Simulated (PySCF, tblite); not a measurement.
Compound: C₄H₁₃FSSi₂.
Geometry (GFN2-xTB, Å), atoms numbered from 1 in this order:
```
atom  x, y, z in Å
C1    -1.415    1.079   -1.076
C2    -1.103    0.095    0.053
C3    -1.185    0.833    1.394
C4    -2.135   -1.033    0.038
Si5    0.636   -0.645   -0.181
F6     0.928   -1.674    1.036
S7     2.100    0.911   -0.103
Si8    3.902   -0.152    0.397
H9    -1.400    0.580   -2.042
H10   -2.404    1.514   -0.932
H11   -0.685    1.885   -1.094
H12   -2.179    1.258    1.528
H13   -0.459    1.643    1.432
H14   -0.990    0.154    2.222
H15   -3.135   -0.631    0.200
H16   -2.128   -1.554   -0.917
H17   -1.929   -1.757    0.823
H18    0.817   -1.484   -1.353
H19    4.875    0.924    0.476
H20    3.704   -0.838    1.664
H21    4.175   -1.091   -0.684
```

Method: PBE0/pcSseg-1 in PySCF (dipole) on a GFN2-xTB geometry, gas phase.

Take the most abundant isotopes and a rigid rotor. The values belong to one conformer with, in the numbering `[CH3:1][C:2]([CH3:3])([CH3:4])[Si@H:5]([F:6])[S:7][SiH3:8]`, C2–Si5–S7–Si8 158°.

Problem. Give the principal moments of inertia and the rotational constants in MHz.

Solution. Ia = 227.49, Ib = 745.80, Ic = 838.17 u·Å²; 505379 MHz·u·Å²/I gives A = 2222, B = 677.6, C = 603.0 MHz.

Problem. Classify the top.

Solution. A near-prolate asymmetric top: κ = (2 × 677.6 − 2222 − 603.0)/(2222 − 603.0) = -0.91.

Problem. What does the inertial defect say?

Solution. Not planar: Δ = Ic − Ia − Ib = -135.12 u·Å². For a rigid frame Δ = −2 Σ m c², so Σ m c² = 67.56 u·Å² lies off the ab plane: 23.34 from hydrogen and 44.22 from heavier atoms. The atom farthest from that plane is 2.08 Å away.

Problem. Give the other two planar moments, Paa and Pbb, and the rms extents of the mass along the axes.

Solution. Paa = Σ m a² = (Ib + Ic − Ia)/2 = 678.24 and Pbb = Σ m b² = (Ia + Ic − Ib)/2 = 159.93 u·Å². With the mass M = 168.03 u, the rms extents √(P/M) along a, b and c are 2.01, 0.98, 0.63 Å.

Problem. List the rotational levels J(Ka,Kc) to J = 3 (MHz).

Solution. Above 0(0,0):
J = 1: 1(0,1) 1281, 1(1,1) 2825, 1(1,0) 2899
J = 2: 2(0,2) 3839, 2(1,2) 5311, 2(1,1) 5535, 2(2,1) 10167, 2(2,0) 10169
J = 3: 3(0,3) 7670, 3(1,3) 9039, 3(1,2) 9487, 3(2,2) 14009, 3(2,1) 14022, 3(3,1) 21916, 3(3,0) 21916
Those of J = 1 are B + C, A + C and A + B.

Problem. Which types of transition are allowed, and where do some lines up to J = 5 fall?

Solution. The dipole components are |μa| = 0.49 D, |μb| = 0.02 D, |μc| = 0.49 D. Intensities carry the squares of the components, which stand as 1.00 : 0.00 : 1.00 (a : b : c). Some lines, for components of 0.1 D or more:

```json
{"type": "c", "branch": "Q", "J(Ka,Kc)": "2(1,2) ← 2(0,2)", "MHz": "1472", "lower level (cm⁻¹)": "0.128"}
{"type": "a", "branch": "R", "J(Ka,Kc)": "3(2,2) ← 2(2,1)", "MHz": "3842", "lower level (cm⁻¹)": "0.339"}
{"type": "c", "branch": "Q", "J(Ka,Kc)": "5(2,4) ← 5(1,4)", "MHz": "4195", "lower level (cm⁻¹)": "0.712"}
{"type": "a", "branch": "R", "J(Ka,Kc)": "5(4,2) ← 4(4,1)", "MHz": "6409", "lower level (cm⁻¹)": "1.271"}
{"type": "a", "branch": "R", "J(Ka,Kc)": "5(3,3) ← 4(3,2)", "MHz": "6411", "lower level (cm⁻¹)": "0.902"}
{"type": "a", "branch": "R", "J(Ka,Kc)": "5(3,2) ← 4(3,1)", "MHz": "6413", "lower level (cm⁻¹)": "0.902"}
{"type": "c", "branch": "R", "J(Ka,Kc)": "5(1,4) ← 4(0,4)", "MHz": "8564", "lower level (cm⁻¹)": "0.426"}
{"type": "c", "branch": "R", "J(Ka,Kc)": "5(2,4) ← 4(1,4)", "MHz": "11519", "lower level (cm⁻¹)": "0.467"}
{"type": "c", "branch": "R", "J(Ka,Kc)": "5(3,3) ← 4(2,3)", "MHz": "14326", "lower level (cm⁻¹)": "0.638"}
{"type": "c", "branch": "R", "J(Ka,Kc)": "4(4,0) ← 3(3,0)", "MHz": "16191", "lower level (cm⁻¹)": "0.731"}
{"type": "c", "branch": "R", "J(Ka,Kc)": "5(4,2) ← 4(3,2)", "MHz": "17473", "lower level (cm⁻¹)": "0.902"}
```

Problem. Estimate the classical rotational partition function at 10 K, 100 K and 298.15 K.

Solution. Point group C1, symmetry number σ = 1; q = (√π/σ)·√((kT/h)³/(ABC)), k/h = 20836.6 MHz/K: 5600 at 10 K, 177000 at 100 K, 911000 at 298.15 K.

Its GFN2-xTB frequencies are all real (lowest 24 cm⁻¹). These are rigid-rotor constants of the computed structure; measured ground-state constants (B0) also hold zero-point vibration. A rigid rotor knows nothing of internal rotation, which can split or shift real lines.
